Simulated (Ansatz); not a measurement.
Ansatz (a quantum-chemistry and plane-wave program) input (HF/aug-cc-pV(Q+d)Z):
A basis named .json is the Basis Set Exchange file of that set.

Ansatz 0.2 input:
```yaml
crystal:
  periodic: [false, false, false]
  atoms:
    - {symbol: N, position_ang: [2.46356030, 0.48365708, 0.11187632]}
    - {symbol: Si, position_ang: [1.40590172, -0.85355756, -0.02716299]}
    - {symbol: O, position_ang: [-0.14184557, -0.50621607, -0.44248451]}
    - {symbol: Si, position_ang: [-1.64446940, -0.05399181, 0.03317957]}
    - {symbol: N, position_ang: [-1.90175781, 1.62808793, 0.20786960]}
    - {symbol: H, position_ang: [2.80487810, 0.97685085, -0.69745417]}
    - {symbol: H, position_ang: [2.47671433, 1.06662101, 0.93301062]}
    - {symbol: H, position_ang: [1.93302207, -1.72338299, -1.09624031]}
    - {symbol: H, position_ang: [1.38987260, -1.51786584, 1.29527696]}
    - {symbol: H, position_ang: [-2.56836516, -0.53549493, -1.01178056]}
    - {symbol: H, position_ang: [-1.91091287, -0.66080881, 1.35648583]}
    - {symbol: H, position_ang: [-1.59903730, 2.12895354, 1.02747700]}
    - {symbol: H, position_ang: [-1.98407724, 2.23833159, -0.58935284]}
basis:
  gaussian:
    orbitals: aug-cc-pV_Q+d_Z.json
hamiltonian:
  xc: hf
magnetization: {spin_polarized: true, initial_magnetization: 2}
```

End of the output:

```
mean field evaluation 64: about -20854.5594 eV, gradient 1.5e0 eV
mean field evaluation 96: about -20854.9192 eV, gradient 1.9e-1 eV
mean field evaluation 128: about -20852.6474 eV, gradient 3.7e0 eV
mean field evaluation 160: about -20854.5408 eV, gradient 3.0e0 eV
mean field evaluation 192: about -20853.8550 eV, gradient 2.1e0 eV
mean field evaluation 224: about -20851.3940 eV, gradient 3.6e0 eV
mean field evaluation 256: about -20853.2517 eV, gradient 1.2e0 eV
mean field evaluation 288: about -20852.9901 eV, gradient 2.2e0 eV
mean field evaluation 320: about -20851.5157 eV, gradient 3.4e0 eV
mean field evaluation 352: about -20851.4683 eV, gradient 6.1e0 eV
mean field evaluation 384: about -20850.0600 eV, gradient 5.4e0 eV
mean field evaluation 416: about -20852.4721 eV, gradient 3.7e-2 eV
mean field -20854.92217178 eV, -766.4042538388 hartree, gradient 2.6e-5 eV, S^2 2.008791; 1 other end points of the search recorded, 0 dependent functions left out
reference -20854.92217178 eV, -766.4042538388 hartree; 30, 28 occupied and 756, 758 virtual orbitals, 2319 factors
Total energy: -20854.92217178 eV, -766.4042538388 hartree
```

This state (charge 0, triplet) is run at the relaxed geometry of the species with charge 0 and multiplicity 1, and is a spin state other than that species' own.
